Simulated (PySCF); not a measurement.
Compound: C3H7O3S (doublet state).
Numbering: `[CH3:1][C:2]([CH3:3])[S:4](=[O:5])(=[O:6])[OH:7]` (hydrogens: H8, H9, H10 on C1; H11, H12, H13 on C3; H14 on O7)

Method used: PBE0-D3(BJ)/def2-SVP geometry optimisation, gas phase in PySCF.

Task: List the bond lengths, angles and torsions at this level.

Result: 
```json
{"bond": "C1–C2, C2–C3", "length (pm)": "148.1"}
{"bond": "C2–S4", "length (pm)": "174.9"}
{"bond": "S4=O5", "length (pm)": "145.6"}
{"bond": "S4=O6", "length (pm)": "144.6"}
{"bond": "S4–O7", "length (pm)": "163.6"}
{"bond": "C1–H8 and 3 like bonds", "length (pm)": "110.0"}
{"bond": "C1–H9, C3–H11", "length (pm)": "110.8"}
{"bond": "O7–H14", "length (pm)": "97.0"}
```

Bonds in one row agree within 1 pm and their mean is given. A selection of angles:
```json
{"angle": "C2–C1–H8", "degrees": "110.5"}
{"angle": "H8–C1–H9", "degrees": "107.1"}
{"angle": "H8–C1–H10", "degrees": "109.1"}
{"angle": "C1–C2–C3", "degrees": "123.9"}
{"angle": "C1–C2–S4", "degrees": "116.9"}
{"angle": "C2–C3–H12", "degrees": "110.4"}
{"angle": "C2–S4–O5", "degrees": "109.6"}
{"angle": "C2–S4–O7", "degrees": "101.7"}
{"angle": "O5–S4–O6", "degrees": "122.2"}
{"angle": "O5–S4–O7", "degrees": "105.5"}
{"angle": "O6–S4–O7", "degrees": "106.8"}
{"angle": "S4–O7–H14", "degrees": "106.5"}
```

Dihedral angles: C1–C2–S4–O5 -35° (synclinal); H14–O7–S4–C2 -114° (anticlinal). The mirror-image conformer, all signs reversed, is as good.

Of the pairs four or more bonds apart, O6···H13 is among the closest relative to their van der Waals radii: 2.45 Å, 90 % of the sum of Bondi's values. The 3 O–S bonds span 1.446 Å (S4=O6, drawn double in one of several resonance forms) to 1.636 Å (S4–O7, drawn single), a spread of 0.190 Å. S4 (sulfur bonded to C and 3 O) is distorted tetrahedral (angles from 101.7° to 122.2°). C2 (carbon bonded to 2 C and S) is almost planar (angles 123.9°, 117.6° and 116.9°, sum 358.3°, 0.12 Å off the plane of its three neighbours).

Point group: C1 (no symmetry element, even within 0.4 Å). Stationary, but not proved a minimum. ⟨S²⟩ = 0.755 (exact for a doublet: 0.75). Torsions: C1–C2–S4–O5 -35°, C2–S4–O7–H -114°.

The run took 4.8 min on one thread, x86-64 server, no GPU, shared host. That covers the optimisation of the geometry.
